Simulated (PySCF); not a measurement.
C₃H₇BrGeSi.
SMILES: `C[Si@H](Br)C#[C][GeH3]`

Method: PySCF 2.14.0, density-fitted response routines, TDDFT CAM-B3LYP/def2-SVPD, vertical, gas phase, core orbitals frozen in the response. Geometry: PBE0-D3(BJ)/def2-SVP; no solvent, vibrations or thermal averaging. Relativistic effects, spin–orbit coupling among them, are left out although an element past zinc is present.

Each state is given a Gaussian of 0.5 eV full width at half maximum, with ε(max) = 2.175×10⁸ f / Δν̃ (Δν̃ the width in cm⁻¹). The width is an assumption, not a result. The curve ends short of the highest state used, and states not computed would add to its high-energy end.

```
E (eV)  ε (L mol⁻¹ cm⁻¹)
  4.73                 0
  4.82                 0
  4.90                 1
  4.99                 2
  5.07                 6
  5.15                18
  5.24                49
  5.32               109
  5.40               212
  5.49               388
  5.57               576
  5.65               746
  5.74               847
  5.82               818
  5.90               691
  5.99               500
  6.07               369
  6.15               353
  6.24               554
  6.32               988
  6.40              1665
  6.49              2599
  6.57              3359
  6.65              3807
  6.74              3807
  6.82              3517
  6.91              3385
  6.99              4001
  7.07              5731
  7.16              9203
```

**Question.** Locate the maxima and give the states behind the curve.

**Answer.** 215 nm (5.76 eV), ε about 850, made up of S2 (85%) and S3 (14%); 185 nm (6.69 eV), ε about 3900, made up of S4 (13%) and S5 (85%) (ε in L mol⁻¹ cm⁻¹; maxima over ε = 5, shares over 10%). At its high-energy end, 7.16 eV, the curve is still rising (ε about 9200, from S6 and S10). The states used: S1 5.48 eV (f 0.0003); S2 5.76 eV (f 0.013); S3 5.80 eV (f 0.0023); S4 6.59 eV (f 0.010); S5 6.69 eV (f 0.061); S6 7.36 eV (f 0.212); S7 7.46 eV (f 0.0067); S8 7.51 eV (f 0.022); S9 7.52 eV (f 0.0015); S10 7.76 eV (f 1.054).

**Question.** On this curve, what absorbance would a 10⁻³ mol/L sample give at 248 nm over a 1 cm path?

**Answer.** 248 nm is 4.999 eV, where ε is about 2.4 L mol⁻¹ cm⁻¹, so A = ε c l ≈ 0.0024 (Beer–Lambert, with the gas-phase spectrum and the assumed width).

**Question.** Coming from long wavelengths, where does ε first pass 100 L mol⁻¹ cm⁻¹?

**Answer.** At about 233 nm (5.31 eV), 0.17 eV below S1.

**Question.** What would ε be at 6.69 eV, the highest of these maxima, with half the width (0.25 eV)?

**Answer.** About 7290 L mol⁻¹ cm⁻¹ against 3870, a factor of about 1.9; a lone state at its own centre would give exactly 2.

The vertical ionisation energy (ΔSCF) is 10.10 eV, 2.35 eV above S10.

The run took 6.0 min on an Arm Neoverse V1 with one thread, on a shared host.
